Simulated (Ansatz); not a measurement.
# A basis-limit estimate, worked out

The pair of F⁻ (SMILES [F-], atom 1) and NH$_{3}$ (SMILES N, atoms 2–5), both closed shells, in one local arrangement (a lower one may exist), relaxed at PBE0-D4/def2-TZVPD:

```json
{"atom": "F1", "x (Å)": "-0.0056", "y (Å)": "0.4371", "z (Å)": "-1.9527"}
{"atom": "N2", "x (Å)": "-0.2895", "y (Å)": "-0.1434", "z (Å)": "0.6022"}
{"atom": "H3", "x (Å)": "0.2799", "y (Å)": "-0.9772", "z (Å)": "0.7211"}
{"atom": "H4", "x (Å)": "-0.2187", "y (Å)": "0.0928", "z (Å)": "-0.4429"}
{"atom": "H5", "x (Å)": "0.2339", "y (Å)": "0.5907", "z (Å)": "1.0722"}
```

Both fragments are computed in the basis of the whole pair.

Program: Ansatz 0.2.0. Basis: def2-TZVPPD and def2-QZVPPD. Cores are frozen in the correlated methods.

Energies in eV:

| quantity | pair | first fragment | second fragment |
| --- | --- | --- | --- |
| Hartree–Fock, triple zeta (X = 3) | -4236.73937 | -2706.33210 | -1529.75567 |
| Hartree–Fock, quadruple zeta (X = 4) | -4236.90438 | -2706.42176 | -1529.82509 |
| MP2 correlation, X = 3 | -14.40169 | -7.84438 | -6.48600 |
| MP2 correlation, X = 4 | -15.49545 | -8.50333 | -6.89749 |
| CCSD(T) correlation, X = 3 | -15.07080 | -7.95092 | -7.04328 |

Problem. Work out the interaction energy at the basis limit: extrapolate Hartree–Fock as E(X) = E∞ + A exp(−7.88 √X) and the MP2 correlation as E(X) = E∞ + B X^−2.97 (the exponents that Neese and Valeev fitted for def2-TZVPP and QZVPP, reused here for the diffuse sets), then add CCSD(T) − MP2 in triple zeta.

Solution. Each step is linear, so take the differences first (pair − first fragment − second fragment): Hartree–Fock -0.65160 (X = 3) and -0.65753 (X = 4); MP2 correlation -0.07131 and -0.09463; CCSD(T) correlation -0.07660.
Two points give E∞ = E(4) + w [E(4) − E(3)], with w = 1/(exp(7.88 (2 − √3)) − 1) = 0.1377 for Hartree–Fock and w = 1/((4/3)^2.97 − 1) = 0.7407 for the correlation.
Hartree–Fock: -0.65753 + 0.1377 × (-0.00593) = -0.6583 eV.
MP2 correlation: -0.09463 + 0.7407 × (-0.02332) = -0.1119 eV.
CCSD(T) − MP2: -0.07660 − (-0.07131) = -0.0053 eV.
Sum: -0.6583 + (-0.1119) + (-0.0053) = -0.7755 eV, or -17.88 kcal/mol. Plain CCSD(T) in triple zeta gives -0.7282 eV, so the larger basis shifts the result by -0.0473 eV.

No T1 diagnostic of these runs exceeds 0.023.

For scale, one of the runs: CCSD(T)/def2-TZVPPD, 128 basis functions, launched by `ansatz run in.yaml --threads 2 --pin off --events-out ev --progress --plain --max-ram 5222MiB`. The run took about 3.2 s on 2 CPU threads of an Arm Neoverse V1 (shared host).
